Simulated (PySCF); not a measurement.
## Relaxation of singlet H4MnN

Computed with PBE0/[Mn def2-TZVP, N def2-TZVP, H def2-TZVP], no relativity, density fitting, PySCF. A (50,194) grid was used.

A hand-made square pyramidal (ligand arrangement 2) start, of C4v symmetry, held to at least that symmetry:

```xyz
6
charge 0 multiplicity 1, angstrom
Mn    0.0000    0.0000   -0.2993
N     0.0000    0.0000    1.3507
H     1.4770    0.0000   -0.6132
H     0.0000    1.4770   -0.6132
H    -1.4770    0.0000   -0.6132
H     0.0000   -1.4770   -0.6132
```

What forces act on the atoms at the start (eV/Å)?


```tsv
atom	Fx	Fy	Fz
Mn1	0.00	0.00	10.28
N2	0.00	0.00	-7.42
H3	1.01	0.00	-0.72
H4	0.00	1.01	-0.72
H5	-1.01	0.00	-0.72
H6	0.00	-1.01	-0.72
```

What does it relax to?

It ends at C4v with Mn–H 1.565 Å (×4), Mn–N 1.475 Å; H–Mn–H 80.5° (×4), H–Mn–H 132.2° (×2), H–Mn–N 113.9° (×4) (after a last refinement on a finer grid). A frequency run shows 3 imaginary modes, down to 1497i cm⁻¹, so it is a higher-order saddle point.

How much energy is released, and in how many steps?

111.1 kJ/mol in 9 steps.

The relaxation took about 40 core-seconds on a shared host.
